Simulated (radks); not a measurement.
Question: Isoelectronic series with 14 electrons, each ion in its NIST ground configuration. All-electron calculation, Dirac Kohn-Sham, LDA (Slater exchange, Perdew-Wang correlation), spin-unpolarised, spherical densities, finite nucleus; open shells are shared between the two j in proportion to 2j + 1; Fermi nuclear charge, rms radius of each element as measured or else 0.836 A^(1/3) + 0.57 fm. Program: a radial shooting solver on a logarithmic mesh with Libxc functionals. Total energies (hartree) and orbital eigenvalues (eV):

| ion | configuration | E (hartree) | 3p3/2 | 3p1/2 | 3s1/2 | 2p3/2 |
|---|---|---|---|---|---|---|
| Si | [Ne] 3s2 3p2 | -288.82177 | -4.1518 | -4.1845 | -10.8787 | -95.3806 |
| P+ | [Ne] 3s2 3p2 | -340.42819 | -14.2773 | -14.3451 | -23.3198 | -134.8395 |
| S2+ | [Ne] 3s2 3p2 | -396.57478 | -28.0319 | -28.1505 | -39.3951 | -181.8405 |
| Cl3+ | [Ne] 3s2 3p2 | -457.25561 | -45.1505 | -45.3391 | -58.8424 | -236.0548 |
| Ar4+ | [Ne] 3s2 3p2 | -522.47197 | -65.5135 | -65.7949 | -81.5498 | -297.3339 |
| K5+ | [Ne] 3s2 3p2 | -592.22885 | -89.0547 | -89.4560 | -107.4589 | -365.5966 |
| Ca6+ | [Ne] 3s2 3p2 | -666.53356 | -115.7341 | -116.2870 | -136.5366 | -440.7937 |
| Sc7+ | [Ne] 3s2 3p2 | -745.39511 | -145.5259 | -146.2669 | -168.7643 | -522.8938 |
| Ti8+ | [Ne] 3s2 3p2 | -828.82391 | -178.4128 | -179.3837 | -204.1314 | -611.8761 |
| Cr10+ | [Ne] 3s2 3p2 | -1009.43034 | -253.4286 | -255.0078 | -284.2688 | -810.4356 |
| Mn11+ | [Ne] 3s2 3p2 | -1106.63388 | -295.5441 | -297.5139 | -329.0401 | -919.9971 |
| Fe12+ | [Ne] 3s2 3p2 | -1208.45659 | -340.7259 | -343.1530 | -376.9512 | -1036.407 |
| Co13+ | [Ne] 3s2 3p2 | -1314.91362 | -388.9718 | -391.9301 | -428.0079 | -1159.663 |
| Ni14+ | [Ne] 3s2 3p2 | -1426.02129 | -440.2808 | -443.8518 | -482.2176 | -1289.765 |
| Cu15+ | [Ne] 3s2 3p2 | -1541.79600 | -494.6526 | -498.9258 | -539.5887 | -1426.713 |
| Zn16+ | [Ne] 3s2 3p2 | -1662.25611 | -552.0877 | -557.1611 | -600.1309 | -1570.509 |
| Ga17+ | [Ne] 3s2 3p2 | -1787.41997 | -612.5873 | -618.5678 | -663.8547 | -1721.153 |
| Ge18+ | [Ne] 3s2 3p2 | -1917.30714 | -676.1528 | -683.1566 | -730.7717 | -1878.650 |
| As19+ | [Ne] 3s2 3p2 | -2051.93844 | -742.7862 | -750.9394 | -800.8945 | -2043.001 |
| Se20+ | [Ne] 3s2 3p2 | -2191.33472 | -812.4900 | -821.9289 | -874.2361 | -2214.212 |
| Br21+ | [Ne] 3s2 3p2 | -2335.51851 | -885.2668 | -896.1385 | -950.8108 | -2392.287 |
| Kr22+ | [Ne] 3s2 3p2 | -2484.51276 | -961.1195 | -973.5825 | -1030.633 | -2577.229 |

Estimate the row of V9+ ([Ne] 3s2 3p2).

Answer: E (hartree) -916.83150; 3p3/2 -214.3830; 3p1/2 -215.6314; 3s1/2 -242.6332; 2p3/2 -707.7265.
